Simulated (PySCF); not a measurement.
# Telling isomers of C₇H₁₀N₂O apart by NMR

PySCF 2.14.0 with density-fitted response routines calculation with PBE0/pcSseg-1 with gauge-including orbitals and GFN2-xTB geometry; no solvent model, no relativistic terms, one averaged value for each set of equivalent atoms, a single conformation.

Scale: ¹H (σ = 31.72 ppm) and ¹³C (σ = 186.93 ppm) against TMS (reference shieldings calculated alike). Where no couplings were computed, multiplicities follow the n + 1 count of equivalent neighbours, and m marks all less simple cases (inequivalent or close neighbours, rings, F or P nearby). Shifts are as computed. Against solution values, carbons near 30 ppm lie about +3 ppm off and those near 130 ppm about +5 ppm. Of 1211 compounds with measured shifts, 218 miss one by over three times the rms of a fit or turn the order of signals round; such compounds aren't used in these exercises.

(1) Tabulate the signals of `COc1ccnn1C1CC1`, `C=CCn1nccc1OC`, `CC(C)Oc1ccnnc1`, `C=Cn1ncc(OC)c1C` and their relative energies.

(2) What is the quickest way to tell COc1ccnn1C1CC1 from CC(C)Oc1ccnnc1?

(3) What is the quickest way to tell COc1ccnn1C1CC1 from C=Cn1ncc(OC)c1C?

(4) What is the quickest way to tell C=CCn1nccc1OC from CC(C)Oc1ccnnc1?

## Answers

(1) 
| SMILES | carbon types | δC | δH | E rel. (kcal/mol) |
| --- | --- | --- | --- | --- |
| COc1ccnn1C1CC1 | 1×C 3×CH 2×CH2 1×CH3 | 162.7, 139.8, 87.3, 58.5, 29.2, 8.6 | 7.28 (m, 1H), 5.39 (m, 1H), 4.03 (s, 3H), 3.67 (m, 1H), 1.37 (m, 2H), 0.77 (m, 2H) | 11.0 |
| C=CCn1nccc1OC | 1×C 3×CH 2×CH2 1×CH3 | 161.4, 145.3, 140.8, 122.8, 87.5, 58.5, 54.0 | 7.40 (m, 1H), 6.37 (m, 1H), 5.50 (m, 1H), 5.43 (m, 1H), 5.34 (m, 1H), 4.62 (d, 2H), 3.99 (s, 3H) | 9.3 |
| CC(C)Oc1ccnnc1 | 1×C 4×CH 2×CH3 | 161.6, 154.9, 140.7, 119.3, 71.9, 23.4 | 9.32 (d, 1H), 9.22 (s, 1H), 7.00 (d, 1H), 4.63 (sept, 1H), 1.44 (d, 6H) | 0.0 |
| C=Cn1ncc(OC)c1C | 2×C 2×CH 1×CH2 2×CH3 | 151.3, 134.4, 128.1, 126.8, 105.6, 58.3, 9.1 | 7.25 (s, 1H), 6.96 (m, 1H), 6.44 (m, 1H), 5.06 (m, 1H), 3.94 (s, 3H), 2.31 (s, 3H) | 7.0 |

Energies are electronic energies at PBE0/pcSseg-1 on these geometries, without zero-point or thermal terms, each for the one conformer computed, which needn't be the lowest.

(2) Both give the same number of carbon signals, but DEPT or the intensities differ. The first has a three-membered-ring carbon (CH2) at 8.6 ppm, the second a methyl carbon (CH3) at 23.4 ppm. Their most deshielded carbons lie at 162.7 and 161.6 ppm. In the proton spectra the most deshielded non-exchanging signals are 7.28 (m, 1H) and 9.32 (d, 1H).

(3) Count the carbon signals: 6 against 7. The first has a three-membered-ring carbon (CH) at 29.2 ppm, the second a terminal =CH2 carbon at 105.6 ppm. Their most deshielded carbons lie at 162.7 and 151.3 ppm.

(4) Count the carbon signals: 7 against 6. The first has a terminal =CH2 carbon at 122.8 ppm, the second a methyl carbon (CH3) at 23.4 ppm. Their most deshielded carbons lie at 161.4 and 161.6 ppm. In the proton spectra the most deshielded non-exchanging signals are 7.40 (m, 1H) and 9.32 (d, 1H).
